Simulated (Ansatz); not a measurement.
`C[Se][Ga]([Cl])[Cl]` → `[CH2]` (triplet) + `[Cl][Ga]([Cl])[SeH]` at 298.15 K and 1 bar (formal loss of a carbene).

Program: Ansatz. Geometries: PBE0-D4/def2-TZVP. ΔE: electronic, gas phase. CCSD(T)/CBS adds triple-zeta CCSD(T) − MP2 to the extrapolated MP2 energy (def2 sets, frozen cores). This one scheme is used for every species. Triplets are unrestricted, without spin–orbit coupling. For Ga, Se outer-core shells are correlated without core-valence functions, which leaves a few kJ/mol of doubt a bond. Scalar relativity is left out up to krypton. Each species was taken in one conformer, which may not be the lowest.

| species | CCSD(T)/CBS energy (Eh) | H − E (kJ/mol) | S (J/(mol·K)) |
| --- | --- | --- | --- |
| `C[Se][Ga]([Cl])[Cl]` | -5284.21390 | 132.1 | 408.5 |
| `[CH2]` (triplet) | -39.09499 | 55.4 | 195.3 |
| `[Cl][Ga]([Cl])[SeH]` | -5244.95427 | 48.6 | 363.6 |

H − E and S are ideal-gas, rigid-rotor, harmonic terms from PBE0-D4/def2-TZVP, for one conformer and one mirror image of each species, with the whole ground term of open shells counted as degenerate. 1 Eh = 2625.50 kJ/mol, R = 8.31446 J/(mol·K).

Question: By hand: ΔE, ΔH, ΔS and ΔG.

Answer: ΔE = (-39.09499) + (-5244.95427) − (-5284.21390) = 0.16464 Eh = 432.3 kJ/mol. Δ(H − E) = 55.4 + 48.6 − 132.1 = -28.1, so ΔH = 404.2 kJ/mol. ΔS = 195.3 + 363.6 − 408.5 = 150.4 J/(mol·K). ΔG = 404.2 − 298.15 × (150.4)/1000 = 359.4 kJ/mol.

Question: By hand: the equilibrium constant, and the temperature at which ΔG would vanish if ΔH and ΔS stayed fixed.

Answer: log₁₀ K = −ΔG/(RT ln 10) = -63.0. ΔG = 0 at ΔH/ΔS = 2688 K, far beyond where these terms or the molecules hold.

The number of gas molecules changes by +1, which sets the sign of ΔS. A doubt of 5 kJ/mol in ΔE shifts log₁₀ K by 0.9 here. Other conformers and mirror images would add mixing entropy, several J/(mol·K) or more a flexible species. Modes under 60 cm⁻¹, often nearly free rotors, make the harmonic entropy too high. A triplet takes part, so the spin changes. These are equilibria of isolated gas molecules and say nothing of rates. Largest T1 diagnostic: 0.011 (customary marks: 0.02 for closed shells, 0.045 for open ones).
